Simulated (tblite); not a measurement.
Species: C6H9O2 (doublet state).
SMILES with atom numbers: `[CH2:1][O:2][CH2:3][CH2:4][C:5]1=[CH:6][C@H:7]1[OH:8]` (hydrogens: H9, H10 on C1; H11, H12 on C3; H13, H14 on C4; H15 on C6; H16 on C7; H17 on O8)

A start from a force field or distance geometry was refined with GFN2-xTB geometry optimisation, gas phase in tblite. Values at the start:

```
coordinate    start
     C1–O2  1.360 Å
     C1–H9  1.104 Å
     O2–C3  1.372 Å
     C3–C4  1.494 Å
    C3–H11  1.130 Å
    C3–H12  1.128 Å
     C4–C5  1.489 Å
    C4–H13  1.108 Å
    C4–H14  1.131 Å
     C5=C6  1.325 Å
     C5–C7  1.510 Å
     C6–C7  1.471 Å
    C6–H15  1.106 Å
     C7–O8  1.376 Å
    C7–H16  1.116 Å
    O8–H17  0.990 Å
  O2–C3–C4   111.3°
  C3–C4–C5   115.5°
  C4–C5–C6   157.1°
  C4–C5–C7   140.7°
  C5–C6–C7    65.1°
  C5–C7–O8   113.3°
  C6–C5–C7    62.1°
  C6–C7–O8   118.0°
```

Problem. How do these coordinates change at the GFN2-xTB level?

Solution. 
```tsv
coordinate	GFN2-xTB (Å or °)	change
C3–C4	1.547	+0.053
C6–H15	1.063	-0.043
C4–H14	1.092	-0.039
C3–H12	1.094	-0.034
C3–H11	1.098	-0.032
C7–H16	1.085	-0.031
O2–C3	1.401	+0.029
C6–C7	1.500	+0.029
C1–H9	1.082	-0.022
C5–C7	1.489	-0.021
C4–C5	1.471	-0.018
C7–O8	1.393	+0.017
C4–H13	1.092	-0.016
C5=C6	1.312	-0.013
O8–H17	0.995	+0.005
C1–O2	1.361	+0.001
C5–C7–O8	121.4	+8.1
C4–C5–C6	150.3	-6.8
C3–C4–C5	110.5	-5.0
C4–C5–C7	144.7	+4.0
C6–C7–O8	121.6	+3.6
C6–C5–C7	64.4	+2.3
C5–C6–C7	63.5	-1.6
O2–C3–C4	112.3	+1.0
```

The energy falls by 17.1 kcal/mol over 166 L-BFGS steps, the largest force on an atom goes from 2.13 to 0.005 eV/Å, and the atoms move by 0.907 Å rms after alignment. The bond that changes most is C3–C4 (ends: carbon bonded to C, O and 2 H; carbon bonded to 2 C and 2 H), which lengthens by 0.053 Å. Bonds longer at the end by more than 0.005 Å: 5 of 17; shorter: 11. Among the dihedrals that turn most is H14–C4–C5–C7, from -56° to -143°. Rotational constants go from 4039, 1280, 1148 to 3011, 1797, 1321 MHz.

Its GFN2-xTB frequencies are all real (lowest 71 cm⁻¹). 3 starts were optimised and ended at 0.00, 2.86 and 5.06 kcal/mol (GFN2-xTB); the lowest of these is shown.

One conformer stands for the species.

All values are computed, not measured.
